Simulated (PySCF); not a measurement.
C3HN5S.
Bonds: C1–N2 (aromatic), N2–N3 (aromatic), N3–C4 (aromatic), C4–N5 (aromatic), N5–S6 (aromatic), S6–N7 (aromatic), N7–C8 (aromatic), C8–N9 (aromatic), C1–N9 (aromatic), C4–C8 (aromatic). Hydrogens: H10 on C1.

Method used: PySCF, PBE0-D3(BJ)/def2-SVP geometry optimisation, gas phase.

Question: What internal coordinates does the optimisation give?

Answer: 
| bond | length (Å) |
| --- | --- |
| C1–N2 | 1.377 |
| N2–N3 | 1.283 |
| N3–C4 | 1.357 |
| C4–N5 | 1.333 |
| N5–S6 | 1.618 |
| S6–N7 | 1.622 |
| N7–C8 | 1.334 |
| C8–N9 | 1.346 |
| C1–N9 | 1.306 |
| C4–C8 | 1.438 |
| C1–H10 | 1.095 |

A selection of angles:
| angle | degrees |
| --- | --- |
| N2–C1–N9 | 128.0 |
| C1–N2–N3 | 120.5 |
| N2–N3–C4 | 116.4 |
| N3–C4–N5 | 124.4 |
| N3–C4–C8 | 121.6 |
| N5–C4–C8 | 114.0 |
| C4–N5–S6 | 105.4 |
| N5–S6–N7 | 101.6 |
| S6–N7–C8 | 105.6 |
| N7–C8–N9 | 126.0 |
| C4–C8–N7 | 113.4 |
| C4–C8–N9 | 120.6 |
| C1–N9–C8 | 112.9 |

The 9 heavy atoms lie in one plane (0.000 Å rms). The 5-membered ring C4–N5–S6–N7–C8 has internal angles of 101.6° to 114.0°; it is planar, 0.00 Å rms from its mean plane, widest ring torsion 0°. The 6-membered ring C1–N2–N3–C4–C8–N9 has internal angles of 112.9° to 128.0° (sum 720°, against 720° for a flat polygon); it is planar, 0.00 Å rms from its mean plane, widest ring torsion 0°. N5 (pyridine-type nitrogen) is bent (angle 105.4°). The C–N distances run from 1.306 Å (C1–N9, aromatic) to 1.377 Å (C1–N2, aromatic), a spread of 0.071 Å.

Point group: Cs (every atom within 0.08 Å of its image). No frequency check.
